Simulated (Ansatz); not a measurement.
`FC[SiH2]F` + `[SiH3]N[SiH3]` → `F[SiH2]N([SiH3])[SiH3]` + `CF` at 400 K and 1 bar (ligand exchange at the Si–C bond).

Computed with Ansatz on PBE0-D4/def2-TZVP structures; ΔE is electronic, products minus reactants. CBS: MP2 limit from def2 TZ/QZ plus the TZ coupled-cluster correction, frozen cores. This one scheme is used for every species. One conformer a species, not always the lowest.

| species | CCSD(T)/CBS energy (Eh) | H − E (kJ/mol) | S (J/(mol·K)) |
| --- | --- | --- | --- |
| `FC[SiH2]F` | -529.16787 | 155.7 | 335.0 |
| `[SiH3]N[SiH3]` | -637.10515 | 203.4 | 366.7 |
| `F[SiH2]N([SiH3])[SiH3]` | -1026.67748 | 245.2 | 439.6 |
| `CF` | -139.63461 | 117.5 | 234.3 |

H − E and S are ideal-gas, rigid-rotor, harmonic terms from PBE0-D4/def2-TZVP, for one conformer and one mirror image of each species. 1 Eh = 2625.50 kJ/mol, R = 8.31446 J/(mol·K).

Task: By hand: ΔE, ΔH, ΔS and ΔG.

Result: ΔE = (-1026.67748) + (-139.63461) − (-529.16787) − (-637.10515) = -0.03907 Eh = -102.6 kJ/mol. Δ(H − E) = 245.2 + 117.5 − 155.7 − 203.4 = 3.6, so ΔH = -99.0 kJ/mol. ΔS = 439.6 + 234.3 − 335.0 − 366.7 = -27.8 J/(mol·K). ΔG = -99.0 − 400 × (-27.8)/1000 = -87.9 kJ/mol.

Task: By hand: the equilibrium constant, and the temperature at which ΔG would vanish if ΔH and ΔS stayed fixed.

Result: log₁₀ K = −ΔG/(RT ln 10) = 11.5. ΔG = 0 at ΔH/ΔS = 3561 K, far beyond where these terms or the molecules hold.

ΔH outweighs TΔS. A doubt of 5 kJ/mol in ΔE shifts log₁₀ K by 0.7 here. Other conformers and mirror images would add mixing entropy, several J/(mol·K) or more a flexible species. Modes under 60 cm⁻¹, often nearly free rotors, make the harmonic entropy too high. These are equilibria of isolated gas molecules and say nothing of rates. Largest T1 diagnostic: 0.012 (customary marks: 0.02 for closed shells, 0.045 for open ones).
